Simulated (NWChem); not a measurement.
System: AlNH2F2; SMILES [F][Al]([F])[NH2]

Here is an NWChem input.

```
start job
memory heap 200 mb stack 900 mb global 1100 mb
geometry units angstroms noautosym nocenter noautoz
  Al    -0.000422    -0.035314     0.000000
  F     -1.429519    -0.869354     0.000000
  F      1.409905    -0.900741     0.000000
  N      0.019471     1.713449     0.000000
  H      0.859331     2.279631     0.000000
  H     -0.806595     2.299529     0.000000
end
basis spherical
  Al library def2-tzvp
  F library def2-tzvp
  N library def2-tzvp
  H library def2-tzvp
end
dft
  xc b3lyp
  iterations 150
end
tddft
  cis
  ecut -53.0
  nroots 6
  notriplet
end
task tddft energy
```

NWChem printed, in part:

```
             Northwest Computational Chemistry Package (NWChem) 7.3.0
             --------------------------------------------------------

                             Geometry "geometry" -> ""
                             -------------------------

 Output coordinates in angstroms (scale by  1.889725989 to convert to a.u.)

  No.       Tag          Charge          X              Y              Z
 ---- ---------------- ---------- -------------- -------------- --------------
    1 Al                  13.0000    -0.00042200    -0.03531400     0.00000000
    2 F                    9.0000    -1.42951900    -0.86935400     0.00000000
    3 F                    9.0000     1.40990500    -0.90074100     0.00000000
    4 N                    7.0000     0.01947100     1.71344900     0.00000000
    5 H                    1.0000     0.85933100     2.27963100     0.00000000
    6 H                    1.0000    -0.80659500     2.29952900     0.00000000

 Effective nuclear repulsion energy (a.u.)     158.5807920085

                                 NWChem DFT Module
                                 -----------------

 Summary of "ao basis" -> "ao basis" (spherical)
 ------------------------------------------------------------------------------
       Tag                 Description            Shells   Functions and Types
 ---------------- ------------------------------  ------  ---------------------
 Al                        def2-tzvp                13       37   5s5p2d1f
 F                         def2-tzvp                11       31   5s3p2d1f
 N                         def2-tzvp                11       31   5s3p2d1f
 H                         def2-tzvp                 4        6   3s1p

            General Information
            -------------------
          SCF calculation type: DFT
          Wavefunction type:  closed shell.
          No. of atoms     :     6
          No. of electrons :    40
           Alpha electrons :    20
            Beta electrons :    20
          Charge           :     0
          Spin multiplicity:     1
          Use of symmetry is: off; symmetry adaption is: off
          Maximum number of iterations: 150
          AO basis - number of functions:   142
                     number of shells:    54
          Convergence on energy requested:  1.00D-06
          Convergence on density requested:  1.00D-05
          Convergence on gradient requested:  5.00D-04

              XC Information
              --------------
                         B3LYP Method XC Potential
                     Hartree-Fock (Exact) Exchange  0.200
                        Slater Exchange Functional  0.800 local
                    Becke 1988 Exchange Functional  0.720 non-local
              Lee-Yang-Parr Correlation Functional  0.810
                  VWN I RPA Correlation Functional  0.190 local

             Grid Information
             ----------------
          Grid used for XC integration:  medium
          Radial quadrature: Mura-Knowles
          Angular quadrature: Lebedev.
          Tag              B.-S. Rad. Rad. Pts. Rad. Cut. Ang. Pts.
          ---              ---------- --------- --------- ---------
          Al                  1.25       88           9.0       590
          F                   0.50       49          11.0       434
          N                   0.65       49           8.0       434
          H                   0.35       45          10.0       434
          Grid pruning is: on
          Number of quadrature shells:   325
          Spatial weights used:  Erf1

      Superposition of Atomic Density Guess
      -------------------------------------

 Sum of atomic energies:        -496.02215083

      Non-variational initial energy
      ------------------------------

 Total energy =    -496.662387
 1-e energy   =   -1004.648772
 2-e energy   =     349.405593
 HOMO         =      -0.375003
 LUMO         =      -0.065254

   convergence    iter        energy       DeltaE   RMS-Dens  Diis-err
 ---------------- ----- ----------------- --------- --------- ---------
 d= 0,ls=0.0,diis     1   -498.3021300747 -6.57D+02  6.98D-03  1.40D+00
 d= 0,ls=0.0,diis     2   -498.2054852978  9.66D-02  3.95D-03  2.79D+00
 d= 0,ls=0.0,diis     3   -498.4176032768 -2.12D-01  4.64D-04  4.39D-02
 d= 0,ls=0.0,diis     4   -498.4195782279 -1.97D-03  2.69D-04  8.50D-03
 d= 0,ls=0.0,diis     5   -498.4203581102 -7.80D-04  6.50D-05  6.26D-04
  Resetting Diis
 d= 0,ls=0.0,diis     6   -498.4204186579 -6.05D-05  5.55D-06  3.30D-06
 d= 0,ls=0.0,diis     7   -498.4204189449 -2.87D-07  1.28D-06  6.17D-08

[...]

                                NWChem TDDFT Module
                                -------------------

            General Information
            -------------------
           No. of orbitals :     284
            Alpha orbitals :     142
             Beta orbitals :     142
        Alpha frozen cores :       0
         Beta frozen cores :       0
     Alpha frozen virtuals :       0
      Beta frozen virtuals :       0
         Spin multiplicity :       1
    Number of AO functions :     142
        Use of symmetry is : off
      Symmetry adaption is : off
         Schwarz screening :  0.10D-07

              XC Information
              --------------
                  B3LYP Method XC Potential
              Hartree-Fock (Exact) Exchange   0.20
                 Slater Exchange Functional   0.80 local
             Becke 1988 Exchange Functional   0.72 non-local
       Lee-Yang-Parr Correlation Functional   0.81
           VWN I RPA Correlation Functional   0.19 local

             TDDFT Information
             -----------------
          Calculation type : Tamm-Dancoff TDDFT
         Wavefunction type : Restricted singlets
          No. of electrons :      40
           Alpha electrons :      20
            Beta electrons :      20
              No. of roots :       6
          Max subspacesize :    5200
            Max iterations :     100
               Target root :       1
           Target symmetry : none
             Energy Cutoff :-0.53D+02
      Symmetry restriction : off
                 Algorithm : Optimal
        Davidson threshold :  0.10D-03

    6 smallest eigenvalue differences (eV)
--------------------------------------------------------
  No. Spin  Occ  Vir  Irrep   E(Occ)    E(Vir)   E(Diff)
--------------------------------------------------------
    1    1    1   21 a       -56.047    -0.039  1524.059
    2    1    1   22 a       -56.047     0.011  1525.424
    3    1    1   23 a       -56.047     0.038  1526.159
    4    1    1   24 a       -56.047     0.063  1526.833
    5    1    1   25 a       -56.047     0.086  1527.473
    6    1    1   26 a       -56.047     0.111  1528.153
--------------------------------------------------------

  Entering Davidson iterations
  Restricted singlet excited states

  Iter   NTrls   NConv    DeltaV     DeltaE      Time
  ----  ------  ------  ---------  ---------  ---------
    1      6       0     0.39E-01   0.10+100       22.2
    2     12       0     0.74E-02   0.42E-02       22.2
    3     18       0     0.17E-02   0.52E-04       22.2
    4     24       6     0.41E-04   0.28E-06       22.3
  ----  ------  ------  ---------  ---------  ---------
  Convergence criterion met

  Ground state a        -498.420418944887 a.u.

  ----------------------------------------------------------------------------
  Root   1 singlet a             55.943501808 a.u.             1522.3008 eV
  ----------------------------------------------------------------------------
     Transition Moments    X  0.00002   Y  0.00144   Z -0.00000
     Dipole Oscillator Strength                    0.0000777771
     Electric Quadrupole                           0.0000008022
     Magnetic Dipole                               0.0000000000
     Total Oscillator Strength                     0.0000785792

     Occ.    1  a   ---  Virt.   21  a       -0.98972
     Occ.    1  a   ---  Virt.   23  a       -0.10645
     Occ.    1  a   ---  Virt.   27  a        0.06806
  ----------------------------------------------------------------------------
  Root   2 singlet a             55.990667162 a.u.             1523.5842 eV
  ----------------------------------------------------------------------------
     Transition Moments    X  0.00000   Y -0.00000   Z  0.01144
     Dipole Oscillator Strength                    0.0048870642
     Electric Quadrupole                           0.0000015431
     Magnetic Dipole                               0.0000008896
     Total Oscillator Strength                     0.0048894970

     Occ.    1  a   ---  Virt.   22  a        0.98936
     Occ.    1  a   ---  Virt.   28  a        0.14375
  ----------------------------------------------------------------------------
  Root   3 singlet a             56.043488990 a.u.             1525.0216 eV
  ----------------------------------------------------------------------------
     Transition Moments    X -0.00003   Y -0.00343   Z  0.00000
     Dipole Oscillator Strength                    0.0004385199
     Electric Quadrupole                           0.0000001333
     Magnetic Dipole                               0.0000000000
     Total Oscillator Strength                     0.0004386532

     Occ.    1  a   ---  Virt.   21  a       -0.10923
     Occ.    1  a   ---  Virt.   23  a        0.99100
  ----------------------------------------------------------------------------
  Root   4 singlet a             56.056953455 a.u.             1525.3880 eV
  ----------------------------------------------------------------------------
     Transition Moments    X  0.00650   Y -0.00007   Z  0.00000
     Dipole Oscillator Strength                    0.0015781772
     Electric Quadrupole                           0.0000005024
     Magnetic Dipole                               0.0000003276
     Total Oscillator Strength                     0.0015790072

[...]
```

Level: B3LYP/def2-TZVP, restricted-window TDA. The geometry was optimised at PBE0/def2-SVP. The quadrupole and magnetic terms of the printed total strengths depend on the origin.
